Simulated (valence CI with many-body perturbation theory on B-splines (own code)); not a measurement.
**Level structure of I XXXIII**

Method: configuration interaction combined with many-body perturbation theory (CI+MBPT): three valence electrons over a frozen Dirac-Fock core [Ar], a basis of 7 s, 7 p, 8 d, 6 f, 4 g, 1 h functions for each j, with the one-electron correlation potential Σ1, the two-electron term Σ2, the three-electron term Σ3, Breit, model QED; selected CI, second order for the rest, scaled by the run's own slope (own B-spline code, finite nucleus).

The last digits are not significant, and no measured levels were compared; by estimate large intervals hold to a few tenths of a per cent, small ones and those within an open d or f shell to about a per cent. Only levels of the ground parity were solved; by the run's estimate the other parity begins above the list, which can be wrong where configurations are misplaced.

Levels 1 to 19 of 19, with energies above the lowest level, (3d3/2^3) J=3/2. "Leading %" is the weight of the configuration and term that name the level; weights of strongly mixed levels are sums over their largest components and can fall short. In the jj column 3d3/2^4 stands for four electrons in 3d with j = 3/2. Lifetimes count E1, E2, E3, M1 and M2 decay at the calculated energies, and are blank where another channel may lead or the interval is too uncertain; long ones can be off by a factor of two.

```csv
No.,Configuration,Term,J,E (cm⁻¹),Leading %,g,Second component,Lifetime,Leading jj
1,3d3,4F,3/2,0,67,0.573,26 % 3d3 2D,,3d3/2^3 (88 %)
2,3d3,4F,5/2,79204,91,1.040,9 % 3d3 2D,63.2 μs,3d3/2^2 3d5/2 (95 %)
3,3d3,4F,7/2,120170,64,1.124,30 % 3d3 2G,563 μs,3d3/2^2 3d5/2 (77 %)
4,3d3,4P,3/2,122880,43,1.290,32 % 3d3 2P,57.4 μs,3d3/2^2 3d5/2 (90 %)
5,3d3,2G,9/2,134220,43,1.117,30 % 3d3 4F,29.2 ms,3d3/2^2 3d5/2 (89 %)
6,3d3,4P,1/2,144050,65,1.970,35 % 3d3 2P,174 μs,3d3/2^2 3d5/2 (98 %)
7,3d3,2G,7/2,214110,62,1.014,35 % 3d3 4F,24.3 μs,3d3/2 3d5/2^2 (85 %)
8,3d3,4P,5/2,219080,78,1.487,15 % 3d3 2D,90.3 μs,3d3/2^2 3d5/2 (53 %)
9,3d3,4F,9/2,226890,50,1.119,49 % 3d3 2H,41.7 μs,3d3/2 3d5/2^2 (80 %)
10,3d3,2D,3/2,254480,43,1.159,42 % 3d3 4P,14.8 μs,3d3/2 3d5/2^2 (97 %)
11,3d3,2P,1/2,267460,65,1.357,35 % 3d3 4P,27.5 μs,3d3/2 3d5/2^2 (98 %)
12,3d3,2H,11/2,280220,100,1.086,,87.7 μs,3d3/2 3d5/2^2 (100 %)
13,3d3,2D,5/2,299520,92,1.184,7 % 3d3 4F,37.4 μs,3d3/2 3d5/2^2 (66 %)
14,3d3,2F,5/2,318520,73,1.001,14 % 3d3 4P,43.9 μs,3d3/2 3d5/2^2 (76 %)
15,3d3,2F,7/2,333040,91,1.117,8 % 3d3 2G,51.7 μs,3d3/2 3d5/2^2 (93 %)
16,3d3,2G,9/2,351660,57,1.103,23 % 3d3 2H,17.1 μs,3d5/2^3 (90 %)
17,3d3,2P,3/2,371940,55,1.179,31 % 3d3 2D,16.7 μs,3d5/2^3 (66 %)
18,3d3,2D,3/2,467770,94,0.838,4 % 3d3 2P,15.7 μs,3d3/2 3d5/2^2 (66 %)
19,3d3,2D,5/2,491210,72,1.150,20 % 3d3 2F,8.86 μs,3d5/2^3 (81 %)
```

The ionisation energy to 3d2 3F_2 of the next ion comes out as 1999.9 eV (NIST: 1999 ± 4 eV (theoretical)). All 19 levels together are meant to be complete up to 510860 cm⁻¹.
